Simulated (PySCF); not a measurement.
**Frontier orbitals and the lowest excitations**

Species: C₅H₈NPSi.
Atom-mapped SMILES: `[CH2:1]=[CH:2]/[C:3]([SiH3:4])=[P:5]\[CH2:6][C:7]#[N:8]` (hydrogens: H9, H10 on C1; H11 on C2; H12, H13, H14 on Si4; H15, H16 on C6)

Computed with TDDFT PBE0/def2-SVPD, vertical, gas phase, core orbitals frozen in the response in PySCF. One conformer (not necessarily the lowest) at the GFN2-xTB geometry, without solvent, vibrations or thermal averaging. Torsions of this conformer, `[CH2:1]=[CH:2]/[C:3]([SiH3:4])=[P:5]\[CH2:6][C:7]#[N:8]`: C1–C2–C3–Si4 118°, C3–P5–C6–C7 -52°.

Kohn–Sham orbitals with the atoms that hold most of them (Löwdin shares over 4%, at most four atoms; ? is withheld):

```
orbital  ε (eV)                            atoms
 LUMO+2    0.09   P5 30%, C6 13%, C7 12%, Si4 9%
 LUMO+1   -0.36  C2 23%, C1 22%, Si4 10%, C3 10%
   LUMO       ?                                ?
   HOMO   -7.39                                ?
 HOMO-1   -7.97    P5 50%, C6 12%, C3 11%, C2 7%
 HOMO-2   -8.16   C3 22%, P5 16%, C2 12%, N8 11%
 HOMO-3   -9.56            N8 45%, C7 35%, C6 8%
```

Task: Which atoms hold the HOMO, and with what shares?

Result: P5 (bonded to 2 C) 22%; C1 (bonded to C and 2 H) 22%; C3 (bonded to C, P and Si) 21%; C2 (bonded to 2 C and H) 17%. By element: carbon 60% or more, phosphorus 22%.

Task: Give the leading atoms of the LUMO.

Result: P5 (bonded to 2 C) 40%; C3 (bonded to C, P and Si) 28%; C6 (bonded to C, P and 2 H) 7%; C1 (bonded to C and 2 H) 6%. By element: carbon 42% or more, phosphorus 40%.

Task: What is the LUMO energy, and the HOMO–LUMO gap?

Result: ε(LUMO) = -2.40 eV; the gap is 5.00 eV (0.1837 hartree).

Task: How does S1 compare with the orbital gap of 5.00 eV?

Result: S1 is at 4.06 eV (f = 0.048), 0.93 eV below the gap, made of HOMO→LUMO (71%), HOMO-1→LUMO (16%), HOMO-2→LUMO (10%). 

Task: Give energy, strength and leading configuration of S1 and S2, and follow the Löwdin shares of the leading atoms from the occupied to the empty orbital.

Result: 
- S1 (4.06 eV, f 0.048), HOMO→LUMO (71%): P5 22% → 40%, C1 22% → 6%, C3 21% → 28%
- S2 (4.29 eV, f 0.016), HOMO-1→LUMO (74%): P5 50% → 40%, C6 12% → 7%, C3 11% → 28%

Löwdin shares depend on the basis, the more so with diffuse functions.
